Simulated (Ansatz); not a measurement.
System: C$_{5}$H$_{10}$N, charge 0, multiplicity 2. It need not be the lowest isomer of its formula. SMILES: C1[CH]CCC1N
Geometry from a B3LYP-D3(BJ)/def2-TZVP (Ansatz, a first-principles code) optimisation:
```xyz
16

C     -1.6428     0.2783     0.0219
C     -1.2580    -1.1480    -0.2067
C      0.2650    -1.0783    -0.4209
C      0.7066     0.1405     0.3981
C     -0.4413     1.1448     0.1908
N      1.9945     0.6688    -0.0448
H     -2.6621     0.6359     0.0516
H     -1.5007    -1.7723     0.6664
H     -1.7811    -1.6064    -1.0521
H      0.4914    -0.8813    -1.4718
H      0.7836    -1.9937    -0.1304
H      0.7110    -0.1482     1.4610
H     -0.5317     1.8631     1.0126
H     -0.2285     1.7341    -0.7148
H      2.2534     1.4828     0.5017
H      2.7273    -0.0190     0.0903
```
Charge 0, spin multiplicity 2.

Wanted: atomisation energy (electronic, to ground-state atoms); the coupled-cluster value holds the core correlation from cc-pwCVTZ, in kJ/mol. Cores are frozen in the correlated levels unless marked. UHF or UKS for open shells. No spin-orbit coupling. No relativistic terms. CBS marks a two-point X^-3 extrapolation of the correlation energy; Hartree-Fock from the larger set. The bracket is a focal-point correction in the basis named.

Level to compare with: RI-MP2/CBS(cc-pVTZ,cc-pVQZ)+[CCSD(T)-MP2]/cc-pVTZ plus the core term (Ansatz), 6414.3 kJ/mol. It is a level with limits of its own, and the differences hold the functionals' basis error too.

### Question
Rank these functionals by how close they come to RI-MP2/CBS(cc-pVTZ,cc-pVQZ)+[CCSD(T)-MP2]/cc-pVTZ, closest first: B3LYP/def2-TZVPD (Ansatz); PBE0/def2-TZVPD (Ansatz); B97M-V/def2-TZVPD (Ansatz); HSE06/def2-TZVPD (Ansatz).

### Answer
B97M-V/def2-TZVPD (meta-GGA with VV10, 6394.9 kJ/mol, difference -19.4), PBE0/def2-TZVPD (global hybrid, 6442.4 kJ/mol, difference 28.1), HSE06/def2-TZVPD (screened hybrid, 6449.0 kJ/mol, difference 34.7), B3LYP/def2-TZVPD (global hybrid, 6350.8 kJ/mol, difference -63.5)
